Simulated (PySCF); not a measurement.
C₃H₈OSi, SMILES OC1(CC1)[SiH3].

The structure is a stationary point at B3LYP-D3(BJ)/def2-SVP. The structure was generated by enumeration, and PubChem lists no compound with its InChIKey, so it may never have been made. One conformer was computed; it need not be the lowest.

Level of theory: B3LYP-D3(BJ)/def2-SVP run with PySCF 2.14.0.

Frequencies are harmonic and unscaled.

Question: Estimate the vibrational spectrum. (An estimate is asked for; the answer gives what the named calculation found.)

Answer: 
```json
[
 {"mode": "1", "ν (cm⁻¹)": "156", "IR (km/mol)": "0.5", "moving atoms (share of kinetic energy)": "H 92 %"},
 {"mode": "2", "ν (cm⁻¹)": "207", "IR (km/mol)": "1.9", "moving atoms (share of kinetic energy)": "C 32 %, H 29 %, O 26 %, Si 13 %"},
 {"mode": "3", "ν (cm⁻¹)": "214", "IR (km/mol)": "3.2", "moving atoms (share of kinetic energy)": "C 47 %, H 46 %"},
 {"mode": "4", "ν (cm⁻¹)": "337", "IR (km/mol)": "12.1", "moving atoms (share of kinetic energy)": "H 49 %, Si 23 %, O 15 %, C 13 %"},
 {"mode": "5", "ν (cm⁻¹)": "351", "IR (km/mol)": "91.4", "moving atoms (share of kinetic energy)": "H 54 %, O 26 %, C 11 %, Si 9 %"},
 {"mode": "6", "ν (cm⁻¹)": "413", "IR (km/mol)": "31.1", "moving atoms (share of kinetic energy)": "H 48 %, C 31 %, O 21 %"},
 {"mode": "7", "ν (cm⁻¹)": "561", "IR (km/mol)": "1.6", "moving atoms (share of kinetic energy)": "C 36 %, Si 22 %, H 22 %, O 20 %"},
 {"mode": "8", "ν (cm⁻¹)": "638", "IR (km/mol)": "27.7", "moving atoms (share of kinetic energy)": "H 78 %, Si 13 %"},
 {"mode": "9", "ν (cm⁻¹)": "666", "IR (km/mol)": "38.6", "moving atoms (share of kinetic energy)": "H 72 %, C 16 %, Si 11 %"},
 {"mode": "10", "ν (cm⁻¹)": "773", "IR (km/mol)": "7.6", "moving atoms (share of kinetic energy)": "H 95 %"},
 {"mode": "11", "ν (cm⁻¹)": "877", "IR (km/mol)": "27.7", "moving atoms (share of kinetic energy)": "C 44 %, H 42 %, O 13 %"},
 {"mode": "12", "ν (cm⁻¹)": "889", "IR (km/mol)": "11.8", "moving atoms (share of kinetic energy)": "C 59 %, H 36 %"},
 {"mode": "13", "ν (cm⁻¹)": "925", "IR (km/mol)": "66.4", "moving atoms (share of kinetic energy)": "H 70 %, C 28 %"},
 {"mode": "14", "ν (cm⁻¹)": "934", "IR (km/mol)": "187.5", "moving atoms (share of kinetic energy)": "H 86 %"},
 {"mode": "15", "ν (cm⁻¹)": "950", "IR (km/mol)": "47.7", "moving atoms (share of kinetic energy)": "H 93 %"},
 {"mode": "16", "ν (cm⁻¹)": "956", "IR (km/mol)": "41.7", "moving atoms (share of kinetic energy)": "H 93 %"},
 {"mode": "17", "ν (cm⁻¹)": "991", "IR (km/mol)": "21.0", "moving atoms (share of kinetic energy)": "H 52 %, C 36 %, O 11 %"},
 {"mode": "18", "ν (cm⁻¹)": "1054", "IR (km/mol)": "17.7", "moving atoms (share of kinetic energy)": "H 59 %, C 38 %"},
 {"mode": "19", "ν (cm⁻¹)": "1071", "IR (km/mol)": "5.8", "moving atoms (share of kinetic energy)": "H 67 %, C 33 %"},
 {"mode": "20", "ν (cm⁻¹)": "1174", "IR (km/mol)": "0.1", "moving atoms (share of kinetic energy)": "H 77 %, C 23 %"},
 {"mode": "21", "ν (cm⁻¹)": "1236", "IR (km/mol)": "86.9", "moving atoms (share of kinetic energy)": "C 51 %, H 34 %, O 15 %"},
 {"mode": "22", "ν (cm⁻¹)": "1246", "IR (km/mol)": "5.4", "moving atoms (share of kinetic energy)": "C 55 %, H 42 %"},
 {"mode": "23", "ν (cm⁻¹)": "1327", "IR (km/mol)": "26.4", "moving atoms (share of kinetic energy)": "H 61 %, C 35 %"},
 {"mode": "24", "ν (cm⁻¹)": "1423", "IR (km/mol)": "4.5", "moving atoms (share of kinetic energy)": "H 92 %, C 8 %"},
 {"mode": "25", "ν (cm⁻¹)": "1475", "IR (km/mol)": "2.0", "moving atoms (share of kinetic energy)": "H 66 %, C 34 %"},
 {"mode": "26", "ν (cm⁻¹)": "2206", "IR (km/mol)": "112.5", "moving atoms (share of kinetic energy)": "H 97 %"},
 {"mode": "27", "ν (cm⁻¹)": "2214", "IR (km/mol)": "105.9", "moving atoms (share of kinetic energy)": "H 97 %"},
 {"mode": "28", "ν (cm⁻¹)": "2230", "IR (km/mol)": "110.6", "moving atoms (share of kinetic energy)": "H 96 %"},
 {"mode": "29", "ν (cm⁻¹)": "3117", "IR (km/mol)": "9.3", "moving atoms (share of kinetic energy)": "H 95 %"},
 {"mode": "30", "ν (cm⁻¹)": "3123", "IR (km/mol)": "4.6", "moving atoms (share of kinetic energy)": "H 95 %"},
 {"mode": "31", "ν (cm⁻¹)": "3211", "IR (km/mol)": "1.3", "moving atoms (share of kinetic energy)": "H 89 %, C 11 %"},
 {"mode": "32", "ν (cm⁻¹)": "3222", "IR (km/mol)": "4.7", "moving atoms (share of kinetic energy)": "H 89 %, C 11 %"},
 {"mode": "33", "ν (cm⁻¹)": "3795", "IR (km/mol)": "29.6", "moving atoms (share of kinetic energy)": "H 94 %"}
]
```
